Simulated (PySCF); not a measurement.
# Spinor energies of B⁺ (boron, charge +1)

Start: [He] 2s2. Calculated with PySCF 2.14 in x2c-TZVPall-2c: generalised Hartree-Fock with the X2C-1e Hamiltonian and a Gaussian nucleus; one run each with spin-orbit coupling (SO) switched off, then screened by Boettger's factors.

| spinor shell | electrons | ε, spin-free (eV) | ε, screened SO (eV) | weight of nominal j (screened SO) | rms radius, screened SO (bohr) |
| --- | --- | --- | --- | --- | --- |
| 1s1/2 | 2 | -222.81 | -222.81 | 1.000 | 0.378 |
| 2s1/2 | 2 | -23.781 | -23.781 | 1.000 | 1.96 |

```json
{"quantity": "E (hartree)", "spin-free": "-24.24366", "screened SO": "-24.24366"}
{"quantity": "M_J", "spin-free": "0", "screened SO": "0"}
{"quantity": "⟨J²⟩", "spin-free": "0.000", "screened SO": "0.000"}
{"quantity": "⟨L²⟩", "spin-free": "0.000", "screened SO": "0.000"}
{"quantity": "⟨S²⟩", "spin-free": "0.000", "screened SO": "0.000"}
```

Without spin-orbit coupling the j labels of p, d and f shells carry no meaning; the spin-free column gives the mean over the occupied spinors of each nl shell.
